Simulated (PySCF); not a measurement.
Zn(H)(OSiH3) (H4OSiZn), SMILES [SiH3][O][ZnH]. Heavy atoms are numbered as in [ZnH:1][O:3][SiH3:4]. Hydrogens are named by the atom that carries them.

Coordinates come from a B3LYP-D3(BJ)/def2-SVP optimisation.

Level of theory: B3LYP/pcSseg-1 (PySCF).

GIAO shieldings, no solvent; atoms alike by connectivity are averaged. δ = σ(ref) − σ: ¹H against TMS (σ = 31.68 ppm); ¹⁷O against H2O (σ = 333.8 ppm); ²⁹Si against TMS (σ = 338.7 ppm), references at their B3LYP-D3(BJ)/def2-TZVP geometries, non-relativistic.

Computed chemical shifts:
```tsv
nucleus	atoms	count	δ (ppm)
¹H	H on Si4	3	5.33
¹H	H on Zn1	1	3.91
¹⁷O	O3	1	21.4
²⁹Si	Si4 (SiH3)	1	-46.2
```
